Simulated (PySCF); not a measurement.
Energy of Sc(2+) (scandium, charge +2) between two integer charges

The 3d alpha orbital of [Ar] 3d1 is emptied in steps (occupation f), with all orbitals relaxed, ending at [Ar]. All numbers are calculated (PySCF 2.14, scalar relativity by spin-free X2C-1e, in aug-cc-pVTZ-DK (8s7p5d3f2g, 93 functions)). The exact energy is a straight line in f; departures are measured from the line between the end points of the same method.

**Question.** Among BHandHLYP, wB97X, CAM-B3LYP, which shows the largest delocalisation error (convex curve), and which is closest to linear?

**Answer.** Most convex: CAM-B3LYP (-0.843 eV at f = 0.4); closest to linear: wB97X (-0.561 eV).

```
  f  BHandHLYP (eV)  wB97X (eV)  CAM-B3LYP (eV)
  1           0.000       0.000           0.000
0.8          -0.486      -0.367          -0.553
0.6          -0.731      -0.556          -0.837
0.4          -0.733      -0.561          -0.843
0.2          -0.490      -0.378          -0.566
  0           0.000       0.000           0.000
```

```json
{"method": "BHandHLYP", "E(f=0) − E(f=1) (eV)": "25.039", "−ε at f=1 (eV)": "22.010", "−ε at f=0.4 (eV)": "25.641"}
{"method": "wB97X", "E(f=0) − E(f=1) (eV)": "24.882", "−ε at f=1 (eV)": "22.614", "−ε at f=0.4 (eV)": "25.324"}
{"method": "CAM-B3LYP", "E(f=0) − E(f=1) (eV)": "25.312", "−ε at f=1 (eV)": "21.881", "−ε at f=0.4 (eV)": "25.984"}
```

Reference removal energy between the ground levels: 24.757 eV (measured; NIST Atomic Spectra Database, ionization energies). The calculation has no spin-orbit coupling.
